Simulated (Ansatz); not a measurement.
Start from `C=[C]([GaH2])[InH2]` and change one atom or group to get `C=[C](O)[GaH2]`.

Ansatz, PBE0-D4/def2-TZVP geometries, multiplicity 1. Each molecule was computed in one conformer, which needn't be the lowest.

Elements past krypton have def2 core potentials. Scalar relativity is left out up to krypton.

| property | `C=[C]([GaH2])[InH2]` |
| --- | --- |
| HOMO–LUMO gap (PBE0/def2-TZVPP) / eV | 4.77 |
| HOMO–LUMO gap (PBE/def2-TZVPP) / eV | 2.88 |
| HOMO–LUMO gap (ωB97M-V/def2-TZVPP) / eV | 8.48 |
| size of the dipole moment (ωB97M-V/def2-TZVPP) / D | 0.61 |
| HOMO energy (ωB97M-V/def2-TZVPP) / eV | -8.90 |
| HOMO energy (B3LYP/def2-TZVPP) / eV | -6.66 |

Task: What does the change do to each property? (Estimate.)

Result: Ansatz gave: 
```
                                          property  `C=[C](O)[GaH2]`  shift
              HOMO–LUMO gap (PBE0/def2-TZVPP) / eV              5.01   0.24
               HOMO–LUMO gap (PBE/def2-TZVPP) / eV              3.09   0.21
           HOMO–LUMO gap (ωB97M-V/def2-TZVPP) / eV              8.94   0.46
size of the dipole moment (ωB97M-V/def2-TZVPP) / D              1.19   0.58
             HOMO energy (ωB97M-V/def2-TZVPP) / eV             -9.08  -0.18
               HOMO energy (B3LYP/def2-TZVPP) / eV             -6.67  -0.01
```

With PBE0 the HOMO falls by 0.05 eV and the LUMO rises by 0.19 eV, so the gap widens by about 0.24 eV. PBE moves the HOMO by 0.04 eV and ωB97M-V by -0.18 eV. The zero-point energy changes by 9.9 kJ/mol with -3 modes. Dipoles are sizes alone; their direction can turn.

B3LYP here is the variant with VWN-RPA as its local correlation; programs differ in this.
